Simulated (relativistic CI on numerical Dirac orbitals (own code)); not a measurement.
## Hyperfine structure of Te XII, mass number 125

Computed by Dirac-Coulomb-Breit CI, orbitals from a KLI potential per configuration, QED by a radiative potential, unscaled Slater integrals (own radial code, finite nucleus).

CI space (outside the closed core [Ar] 3d10): 4s²4p⁶4d⁵, 4s²4p⁵4d⁶, 4s²4p⁶4d⁴4f, 4s²4p⁴4d⁷, 4s²4p⁶4d⁴5s, 4s4p⁶4d⁶, 4s²4p⁶4d⁴5p, 4s²4p⁶4d³5s², 4s²4p⁶4d³4f5s, 4p⁶4d⁷, 4s²4p⁶4d⁴5d, 4s²4p⁶4d³5s5p, 4s²4p⁶4d³5p², 4s²4p⁶4d⁴6s, 4s²4p⁶4d⁴5g. Levels of other configurations are missing.

Nuclear spin I = 1/2, μ = -0.887 μN (tables of Stone and Pyykkö). The electronic factors are computed for point nuclear moments, without core polarisation or the Bohr-Weisskopf and QED corrections.

```tsv
Level	E (cm⁻¹)	A (MHz)
4s²4p⁶4d⁵ ⁴P3/2	45631.9	-3153
4s²4p⁶4d⁵ ⁴G7/2	46077.3	-3507
4s²4p⁶4d⁵ ⁴G5/2	46588.9	-3208
4s²4p⁶4d⁵ ⁴G11/2	47673.4	-3641
4s²4p⁶4d⁵ ⁴G9/2	48602.5	-3422
4s²4p⁶4d⁵ ⁴P1/2	49183.5	1692
4s²4p⁶4d⁵ ⁴D7/2	55952.2	-2401
4s²4p⁶4d⁵ ⁴D5/2	59290.6	-3175
```

Levels with J = 0, under 50 % of one LS term, or S terms without an open s electron are left out. Small factors come from cancelling terms and can be off by tens of per cent or more.

At this charge energies of transitions that change n are usually good to better than 1 %, and those within a shell (Δn = 0) to a few per cent. Terms inside the open d or f shell come out 10 to 20 % too wide with unscaled integrals. Levels and lines within the n = 5 or 6 shells can be off by up to 10 % or somewhat more, and those that change n by about 2 %, since core polarisation is missing.

(1) Give the hyperfine levels of 4s²4p⁶4d⁵ ⁴P3/2 relative to its centre of gravity.

Results:

(1) With K = F(F + 1) − I(I + 1) − J(J + 1), E = AK/2: F = 1: 3941, F = 2: -2365 MHz.

LS names give the leading component of a level, which can be under half, so a name can repeat, a term be missing and a line seem to break the LS rules.
